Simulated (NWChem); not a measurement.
System: TiSCl$_{2}$; SMILES [Cl][Ti]([Cl])=[S]

NWChem input:

```
start job
memory heap 200 mb stack 900 mb global 1100 mb
geometry units angstroms
  Ti     0.299426     0.459921     0.205012
  S      1.643278    -0.888420    -0.791992
  Cl    -0.683489    -0.733521     1.687136
  Cl    -1.206977     0.915929    -1.247364
end
basis spherical
  * library 6-31g*
end
dft
  xc b3lyp
  iterations 150
end
driver
  maxiter 120
end
task dft optimize
task dft freq
```

B3LYP is NWChem's, with the RPA form of VWN correlation.

The level has its own optimisation; frequencies are unscaled.

Problem. Predict the main results of this run. (B3LYP/6-31G* (spherical d).) Quantities: r S–Ti (Å); r Cl–Ti (Å); highest harmonic frequency (cm⁻¹); lowest (cm⁻¹); zero-point energy (kcal/mol); dipole (D).

Solution. 
```yaml
r S–Ti (Å): 2.048
r Cl–Ti (Å): 2.215
highest harmonic frequency (cm⁻¹): 629
lowest (cm⁻¹): 43
zero-point energy (kcal/mol): 2.6
dipole (D): 1.67
```
